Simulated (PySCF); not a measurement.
C₃H₁₀BNSi.
Geometry (PBE0-D3(BJ)/def2-SVP, Å), atoms numbered from 1 in this order:
```
atom  x, y, z in Å
B1     2.0987    0.2354    0.5891
C2     0.9309    0.0245   -0.3665
C3     0.0525   -1.2320   -0.3171
C4    -1.4153   -0.8652   -0.5397
N5    -1.6467    0.3441    0.2290
Si6   -0.2599    1.3699    0.3606
H7     2.1867   -0.4171    1.6074
H8     2.8937    1.1315    0.4005
H9     1.0922    0.4049   -1.3898
H10    0.1566   -1.6999    0.6752
H11    0.3904   -1.9704   -1.0618
H12   -1.6134   -0.7278   -1.6236
H13   -2.0740   -1.6820   -0.1977
H14   -2.6071    0.6375    0.3522
H15    0.0084    1.8216    1.7624
H16   -0.2343    2.5980   -0.4967
```

All values: PBE0/pcSseg-1 (PySCF, non-relativistic), on one gas-phase PBE0-D3(BJ)/def2-SVP geometry that isn't relaxed in the solvent. The solvent is an IEF-PCM continuum (Bondi radii, 1.10 Å for H, scaled by 1.2). Only the electrostatic response of the medium enters.

```
run  E − E(gas) (kcal/mol)  HOMO (eV)  HOMO–LUMO gap (eV)  dipole (D)
gas                   0.00      -6.81                5.96        2.15
  P                  -2.07      -6.68                5.80        2.69
  Q                  -1.72      -6.69                5.82        2.59
```

Task: The runs were made in chloroform and dichloromethane. Which run belongs to which solvent?

Result: P = dichloromethane, Q = chloroform. The dielectric constants are 4.711 (chloroform), 8.93 (dichloromethane), and the energy falls further as ε rises. In this model the ground state sees the solvent through ε alone.

Task: How constant is the ratio of the lowering to (ε − 1)/(2ε + 1)?

Result: 
| solvent | (ε − 1)/(2ε + 1) | E − E(gas) (kcal/mol) | ratio (kcal/mol) | polarisation term (kcal/mol) |
| --- | --- | --- | --- | --- |
| chloroform | 0.356 | -1.72 | -4.8 | -1.88 |
| dichloromethane | 0.420 | -2.07 | -4.9 | -2.31 |

The ratio changes by +2.0 % in size from chloroform to dichloromethane. The polarisation term is half the interaction of the solute with the induced surface charges.
